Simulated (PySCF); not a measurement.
## Spinor energies of Cr¹⁴⁺ (chromium, charge +14)

Start: [Ne]. Calculated with PySCF 2.14 in an even-tempered Gaussian basis (18 s from 0.58 bohr⁻², ratio 2.6; 12 p from 0.75 bohr⁻², ratio 2.6; 6 d from 0.77 bohr⁻², ratio 2.8; 3 f from 27 bohr⁻², ratio 2.8): generalised Hartree-Fock with the X2C-1e Hamiltonian and a Gaussian nucleus; spin-orbit coupling (SO) screened by Boettger's factors.

```
spinor shell  electrons  ε, screened SO (eV)  weight of nominal j (screened SO)  rms radius, screened SO (bohr)
       1s1/2          2              -6477.4                              1.000                          0.0733
       2s1/2          2              -1130.7                              1.000                           0.311
       2p1/2          2              -1022.1                              1.000                           0.280
       2p3/2          4              -1012.9                              1.000                           0.282
```

| quantity | screened SO |
| --- | --- |
| E (hartree) | -963.33835 |
| M_J | 0 |
| ⟨J²⟩ | 0.000 |
| ⟨L²⟩ | 0.000 |
| ⟨S²⟩ | 0.000 |
